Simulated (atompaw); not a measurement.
Cutoff test, ytterbium (Yb), PAW (atompaw)

```
Element                 : Yb (Z = 70)
Generator               : atompaw 4.2.0.5
Type                    : PAW
Functional              : LDA (PW92)
Relativity              : scalar-relativistic
Frozen core             : [Kr] 4d10 4f13
Valence charge          : 11
Reference configuration : 5s2 5p6 5d1 6s1.5 6p0.5
Partial waves           : 5s (bound); 6s (bound); 5p (bound); 6p (bound); 5d (bound); 5d channel at 1.35 Ry
Local potential         : bessel scheme, radius 2.30 bohr
Core correction         : smooth core density matched at 2.10 bohr
Augmentation charge     : sinc compensation charge, radius 2.15 bohr; PAW radius 2.70 bohr; waves and projectors: bloechl
```

The pseudo-atom Hamiltonian at the reference potential is diagonalised in spherical Bessel functions j_l(qr) that vanish at 20 bohr, with q² up to the cutoff. All-electron valence levels (Ry): 5s -4.4266, 6s -0.3801, 5p -2.3437, 6p -0.1281, 5d -0.1916.

Question: How do the lowest levels (Ry) of each channel move with the cutoff, and are there ghosts?

Answer:

| cutoff (Ry) | s #1 | s #2 | p #1 | p #2 | p #3 | d #1 | f #1 | Σ f·Δε (mRy) |
| --- | --- | --- | --- | --- | --- | --- | --- | --- |
| 8 | -4.3224 | -0.3638 | -2.1874 | -0.1058 | 0.0368 | -0.1519 | 0.0862 | 1221.6 |
| 12 | -4.4095 | -0.3784 | -2.3055 | -0.1205 | 0.0324 | -0.1838 | 0.0862 | 278.0 |
| 18 | -4.4255 | -0.3801 | -2.3399 | -0.1273 | 0.0305 | -0.1911 | 0.0862 | 25.7 |
| 21 | -4.4263 | -0.3801 | -2.3424 | -0.1279 | 0.0303 | -0.1915 | 0.0862 | 8.7 |
| 30 | -4.4266 | -0.3801 | -2.3436 | -0.1281 | 0.0303 | -0.1916 | 0.0862 | 0.3 |
| 40 | -4.4267 | -0.3801 | -2.3437 | -0.1281 | 0.0302 | -0.1916 | 0.0862 | 0.0 |
| 400 | -4.4267 | -0.3801 | -2.3437 | -0.1281 | 0.0302 | -0.1916 | 0.0862 | 0.0 |

Result: no extra level below or beside the all-electron valence levels (s, p, d, f tested); 10 mRy is reached at 21 Ry and 1 mRy at 30 Ry.
